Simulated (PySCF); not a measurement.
Numbering as in the mapped SMILES `[CH3:1][S:2][CH2:3][S:4][C:5]([F:6])([F:7])[F:8]`; H(Xn) means a hydrogen on atom n.

Geometry: GFN2-xTB; GIAO shifts from PySCF 2.14, gas phase, non-relativistic, averaged over equivalent atoms.

At PBE0/pcSseg-1 (175 basis functions, 43 s wall time on 1 thread of an Arm Neoverse N1, shared host):
```json
{"atoms": "C5", "δ (ppm)": "141.2"}
{"atoms": "C3", "δ (ppm)": "50.9"}
{"atoms": "C1", "δ (ppm)": "19.6"}
{"atoms": "F6/F7/F8", "δ (ppm)": "-55.8"}
{"atoms": "H(C3)", "δ (ppm)": "4.11"}
{"atoms": "H(C1)", "δ (ppm)": "2.24"}
```

Scale: 13C (186.93 ppm) and 1H (31.72 ppm) against TMS; CFCl3 for 19F (170.95 ppm) (reference shieldings calculated alike).

What do these become at CAM-B3LYP/pcSseg-1?

Answers


| atoms | δ at CAM-B3LYP/pcSseg-1 | change |
| --- | --- | --- |
| C5 | 143.6 | +2.4 |
| C3 | 49.8 | -1.1 |
| C1 | 19.1 | -0.5 |
| F6/F7/F8 | -46.7 | +9.1 |
| H(C3) | 3.92 | -0.19 |
| H(C1) | 2.20 | -0.04 |

Chemical shifts δ = σref − σ; 13C (σref 185.10) and 1H (σref 31.78) against TMS; 19F (σref 183.22) against CFCl3, all at this level.

The largest change is at F6/F7/F8 (fluorine of an SCF3 group). Cost: 175 basis functions, 42 s wall time on 1 thread of an Arm Neoverse N1, shared host. The order of the carbon signals is the same at both levels.

Unscaled 19F shifts against computed CFCl3 carry errors that often reach 10 to 50 ppm.
